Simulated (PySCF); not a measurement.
**From computed data to an observable: oscillator strength and radiative lifetime**

F₂H₅NSi₂, SMILES F[SiH](F)N[SiH3].

Geometry optimised at TPSSh-D3(BJ)/def2-SVP. This is a generated structure with no PubChem entry under its InChIKey; it may be hypothetical. One conformer was computed; it need not be the lowest.

TDA-B3LYP/def2-SVPD run with PySCF puts the first singlet state with f over 0.02 at 7.41 eV (vertical), with the transition dipole (-0.130, -0.179, 0.289) in atomic units.

**Question.** Find the oscillator strength, the wavelength and the radiative lifetime that this transition would have in vacuum if emission retraced absorption.

**Answer.** 
|μ|² = 0.1325 au, so |μ| = 0.93 D. ΔE = 7.41/27.211 = 0.2723 hartree. f = (2/3) ΔE |μ|² = 0.024 (the program prints 0.024).
λ = 1239.84/7.41 = 167 nm; ν = 59766 cm⁻¹.
Einstein's coefficient A = 0.6670 ν² f s⁻¹ (ν in cm⁻¹) = 5.7e7 s⁻¹, so τ = 1/A = 17 ns. This state is S2; the lower singlet has f = 0.008. The figure is the radiative limit of this one transition; relaxation, internal conversion, crossing to triplets and a medium change what is measured.
